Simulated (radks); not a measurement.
Au I, configuration [Xe] 4f14 5d10 7p1 (not the ground configuration).

All-electron calculation, Dirac Kohn-Sham, PBEsol, spin-unpolarised, spherical densities, finite nucleus; open shells fill j = l - 1/2 first; Fermi nuclear charge, rms radius 5.4371 fm. Program: a radial shooting solver on a logarithmic mesh with Libxc functionals.

Energy parts (hartree):
total: -19038.2389
kinetic: 21854.3271
electron-nucleus: -47929.7592
Hartree: 7397.1472
exchange-correlation: -359.9539

Orbitals (lengths in bohr, moments of r in powers of bohr):
orbital  occ.  eigenvalue (hartree)      <r^2>
1s1/2       2             -2961.512  0.0003936
2s1/2       2             -522.3248   0.005942
2p1/2       2             -501.0935   0.004203
2p3/2       4             -433.6782   0.005391
3s1/2       2             -123.4175    0.03860
3p1/2       2             -113.8271    0.03518
3p3/2       4             -98.95270    0.04160
3d3/2       4             -82.95202    0.03191
3d5/2       6             -79.75375    0.03365
4s1/2       2             -26.92992     0.1873
4p1/2       2             -22.83351     0.1910
4p3/2       4             -19.26303     0.2238
4d3/2       4             -12.54225     0.2364
4d5/2       6             -11.87719     0.2480
5s1/2       2              -4.17647     0.9675
4f5/2       6              -3.25604     0.2976
4f7/2       8              -3.11595     0.3062
5p1/2       2              -2.84708      1.141
5p3/2       4              -2.24037      1.382
5d3/2       4              -0.49203      2.809
5d5/2       6              -0.43431      3.084
7p1/2       1              -0.03836      126.3
7p3/2       0              -0.03424      139.1

The highest occupied level is 7p1/2 at -1.044 eV. Summed over all electrons, <r^2> = 174.8 bohr^2, which gives a Langevin (diamagnetic) susceptibility term of -138 x 10^-6 cm^3/mol.
